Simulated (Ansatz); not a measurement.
Program: Ansatz. Geometries: PBE0-D4/def2-TZVP. ΔE: electronic, gas phase. CCSD(T)/CBS adds triple-zeta CCSD(T) − MP2 to the extrapolated MP2 energy (def2 sets, frozen cores). One conformer a species, not always the lowest.

Consider the redistribution: trisilane + `FC[SiH](F)F` → `F[SiH]([SiH3])[SiH3]` + `FC[SiH2]F`.

`[SiH3][SiH2][SiH3]`:

Z-matrix (Å, degrees):
```
Si
Si 1 2.338
H 1 1.488 2 109.8
H 1 1.488 2 111.3 3 120.4
H 1 1.488 2 109.8 3 -119.2
Si 2 2.338 1 110.3 3 59.6
H 2 1.490 1 109.6 3 -179.6
H 2 1.490 1 109.6 3 -61.1
H 6 1.488 2 109.8 1 -59.5
H 6 1.488 2 109.8 1 59.7
H 6 1.488 2 111.3 1 -179.9
```

`FC[SiH](F)F`:

Cartesian coordinates in Å:
```
F 0.787 -0.635 -1.653
C 0.896 -0.230 -0.328
Si -0.797 0.253 0.314
F -0.598 0.838 1.778
F -1.712 -1.035 0.430
H 1.593 0.614 -0.278
H 1.325 -1.052 0.255
H -1.495 1.248 -0.519
```

`F[SiH]([SiH3])[SiH3]`:

Z-matrix (Å, degrees):
```
Si
Si 1 2.344
Si 1 2.344 2 111.5
F 1 1.613 2 109.4 3 121.1
H 1 1.490 2 109.6 3 -121.6
H 2 1.489 1 107.9 3 60.8
H 2 1.487 1 110.3 3 -57.9
H 2 1.487 1 111.5 3 -179.4
H 3 1.489 1 107.9 2 -60.5
H 3 1.487 1 110.3 2 58.2
H 3 1.487 1 111.5 2 179.7
```

`FC[SiH2]F`:

Z-matrix (Å, degrees):
```
C
Si 1 1.881
F 1 1.389 2 111.3
H 1 1.097 2 109.9 3 -120.2
H 1 1.096 2 111.2 3 121.0
F 2 1.598 1 109.8 3 -69.4
H 2 1.485 1 108.3 3 172.6
H 2 1.481 1 110.8 3 50.0
```

| species | HF/CBS(def2) energy (Eh) |
| --- | --- |
| `[SiH3][SiH2][SiH3]` | -871.50417 |
| `FC[SiH](F)F` | -627.18956 |
| `F[SiH]([SiH3])[SiH3]` | -970.47697 |
| `FC[SiH2]F` | -528.20060 |

**Question.** Work out ΔE.

**Answer.** ΔE = (-970.47697) + (-528.20060) − (-871.50417) − (-627.18956) = 0.01616 Eh = +10.1 kcal/mol. CCSD(T)/CBS gives +10.9 kcal/mol.

Largest T1 diagnostic among the species: 0.013.

At CCSD(T), def2-SVP lies +1.2 kcal/mol from the extrapolated value and def2-TZVPP +0.7 kcal/mol. Leaving LDA and LC-ωPBE aside and taking each functional with its dispersion term where it has one, the values, not all of them listed here, spread over 2.1 kcal/mol, from BLYP-D4 to r2SCAN0-D4. LDA lies +1.1 kcal/mol from PBE without D4.
